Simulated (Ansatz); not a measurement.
GaH₇OSi₂ (`[SiH3][O][GaH][SiH3]`), 11 atoms. The species carries charge 0 and has multiplicity 1. Correlated methods include outer-core shells of Ga, which these sets cover unevenly. Scalar relativity is left out up to krypton. All runs use 4 threads of an INTEL XEON PLATINUM 8581C on a shared host. Correlated methods freeze the cores.

Question: How many basis functions does each run have, and how long does it take in Ansatz? RHF-CCSD(T)/def2-TZVPP energy; RHF-CCSD(T)/def2-SVP energy; RKS PBE0-D4/def2-QZVPP energy; direct RPA on PBE orbitals/def2-TZVPP energy; RHF-MP2/def2-QZVPP energy; RKS ωB97M-V/def2-SVP energy; RKS PBE0-D4/def2-TZVP frequencies; RKS B3LYP-D4/def2-TZVPP energy and forces; RKS ωB97M-V/def2-QZVPP energy; RKS revPBE-D4/def2-TZVPP energy; RKS PBE-QIDH (frozen core)/def2-TZVPP energy; RKS PBE0-D4/def2-TZVP relaxation (73 steps). (An estimate is asked.)

Answer: Ansatz gave: Other jobs shared the machine, so times are rough.

```json
{"level": "RKS revPBE-D4/def2-TZVPP", "job": "energy", "functions": "261", "wall time": "1.2 s", "peak host memory (GiB)": "0.39"}
{"level": "RKS ωB97M-V/def2-SVP", "job": "energy", "functions": "117", "wall time": "2.6 s", "peak host memory (GiB)": "0.42"}
{"level": "direct RPA on PBE orbitals/def2-TZVPP", "job": "energy", "functions": "261", "wall time": "2.8 s", "peak host memory (GiB)": "0.62"}
{"level": "RKS B3LYP-D4/def2-TZVPP", "job": "energy and forces", "functions": "261", "wall time": "2.9 s", "peak host memory (GiB)": "0.86"}
{"level": "RKS PBE-QIDH (frozen core)/def2-TZVPP", "job": "energy", "functions": "261", "wall time": "3.2 s", "peak host memory (GiB)": "0.72"}
{"level": "RHF-CCSD(T)/def2-SVP", "job": "energy", "functions": "117", "wall time": "3.2 s", "peak host memory (GiB)": "0.56"}
{"level": "RKS PBE0-D4/def2-QZVPP", "job": "energy", "functions": "496", "wall time": "6 s", "peak host memory (GiB)": "2.3"}
{"level": "RKS ωB97M-V/def2-QZVPP", "job": "energy", "functions": "496", "wall time": "12 s", "peak host memory (GiB)": "2.7"}
{"level": "RHF-MP2/def2-QZVPP", "job": "energy", "functions": "496", "wall time": "14 s", "peak host memory (GiB)": "3.1"}
{"level": "RHF-CCSD(T)/def2-TZVPP", "job": "energy", "functions": "261", "wall time": "70 s", "peak host memory (GiB)": "5.7"}
{"level": "RKS PBE0-D4/def2-TZVP", "job": "frequencies", "functions": "195", "wall time": "86 s", "peak host memory (GiB)": "0.61"}
{"level": "RKS PBE0-D4/def2-TZVP", "job": "relaxation (73 steps)", "functions": "195", "wall time": "2.2 min", "peak host memory (GiB)": "0.65"}
```

B3LYP here is the variant with VWN-RPA as its local correlation; programs differ in this.
